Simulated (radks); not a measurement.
The dysprosium ion Dy11+, configuration [Kr] 4d10 4f7 5s2.

All-electron calculation, Dirac Kohn-Sham, relativistic LDA (MacDonald-Vosko exchange, VWN5 correlation), spin-unpolarised, spherical densities, finite nucleus; open shells fill j = l - 1/2 first; Fermi nuclear charge, rms radius 5.2218 fm. Program: a radial shooting solver on a logarithmic mesh with Libxc functionals.

Energy parts (eV):
total: -329327.60
kinetic: 360036.63
electron-nucleus: -800574.59
Hartree: 117409.49
exchange-correlation: -6199.13

Orbitals (lengths in bohr, moments of r in powers of bohr; r(90%) holds 90 % of the orbital's charge):
orbital  occ.  eigenvalue (eV)  r(90%)
1s1/2       2        -53444.57  0.0384
2s1/2       2        -9076.356   0.139
2p1/2       2        -8652.523   0.123
2p3/2       4        -7861.422   0.132
3s1/2       2        -2178.267   0.345
3p1/2       2        -1991.383   0.337
3p3/2       4        -1826.933   0.356
3d3/2       4        -1502.727   0.327
3d5/2       6        -1466.616   0.333
4s1/2       2        -588.6592   0.758
4p1/2       2        -514.3668   0.780
4p3/2       4        -476.6866   0.822
4d3/2       4        -353.0914   0.883
4d5/2       6        -346.0763   0.897
4f5/2       6        -195.1299    1.08
4f7/2       1        -193.9439    1.09
5s1/2       2        -218.8306    1.59

The highest occupied level is 4f7/2 at -193.94 eV. Summed over all electrons, <r^2> = 14.65 bohr^2, which gives a Langevin (diamagnetic) susceptibility term of -11.6 x 10^-6 cm^3/mol. For comparison, the ionisation energy in NIST's Atomic Spectra Database is 224 eV (theoretical). In exact Kohn-Sham theory the highest level is minus the ionisation energy, but local and semilocal functionals leave it too shallow, through self-interaction and a potential that decays too fast; potentials with the right tail come closer. The electron density at the nucleus is 7.307e+05 e/bohr^3.

Beside tabulated values, note that spin-unpolarised runs miss the spin-polarisation part of the exchange energy of open shells.
